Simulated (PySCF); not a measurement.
## Calculated NMR data

Calculated, not measured (PySCF 2.14.0 with density-fitted response routines): coordinates at the GFN2-xTB level, GIAO PBE0/pcSseg-1 shieldings, couplings computed with B3LYP/pcJ-1 (spin–dipole term left out of most H,H and C,H couplings). A single conformation, fast rotation and ring inversion assumed for equivalent nuclei, no relativistic terms, isolated molecule.

δ = σ(ref) − σ, references computed at the same level: $^{1}$H and $^{13}$C against TMS. Multiplet labels drop J under 1 Hz and among equivalent protons, and merge close values. Unscaled 3J(H,H) run several per cent high. Splittings of carbon signals by F and P are missing where no couplings were computed. Where no couplings were computed, multiplicities follow the n + 1 count of equivalent neighbours, and m marks all less simple cases (inequivalent or close neighbours, rings, F or P nearby). Vicinal couplings that depend on rotamer populations or ring flexing (ring, CH–CH, X–H and H–F types) are those of the one conformer. Shifts are as computed. Against solution values, carbons near 30 ppm lie about +3 ppm off and those near 130 ppm about +5 ppm. Of 1211 compounds with measured shifts, 218 miss one by over three times the rms of a fit or turn the order of signals round; such compounds aren't used in these exercises.

**1.** `C#C[C@@H]1C[C@@H]1C=C`, C7H8. $^{1}$H NMR (600 MHz, computed): δ 5.95 (ddd, J = 17.8, 11.8, 10.2 Hz, 1H), 5.57 (d, J = 17.8 Hz, 1H), 5.43 (d, J = 11.8 Hz, 1H), 1.71 (tdd, J = 9.4, 6.5, 3.3 Hz, 1H), 1.55 (dtd, J = 10.2, 9.2, 6.3 Hz, 1H), 1.24 (d, J = 3.3 Hz, 1H), 1.11 (td, J = 9.3, 6.3 Hz, 1H), 0.59 (q, J = 6.4 Hz, 1H). $^{13}$C{$^{1}$H} NMR (computed): δ 148.1, 121.0, 89.5, 73.1, 27.4, 19.5, 10.5.

**2.** `Cp1c(C=C)c(C)cc1`, C8H11P. $^{1}$H NMR (600 MHz, computed): δ 7.11 (m, 1H), 7.07 (m, 1H), 7.03 (m, 1H), 5.71 (m, 1H), 5.34 (m, 1H), 2.27 (s, 3H), 1.28 (m, 3H). $^{13}$C{$^{1}$H} NMR (computed): δ 159.0, 148.9, 148.6, 148.4, 137.9, 121.0, 17.0, 15.9.

**3.** `Cc1c(CC)cpcc1`, C8H11P. $^{1}$H NMR (600 MHz, computed): δ 8.98 (m, 1H), 8.97 (m, 1H), 8.05 (m, 1H), 2.80 (q, 2H), 2.61 (s, 3H), 1.23 (t, 3H). $^{13}$C{$^{1}$H} NMR (computed): δ 165.2 (CH), 163.1 (CH), 154.1 (C), 141.8 (CH), 141.2 (C), 34.6 (CH2), 25.0 (CH3), 19.2 (CH3).
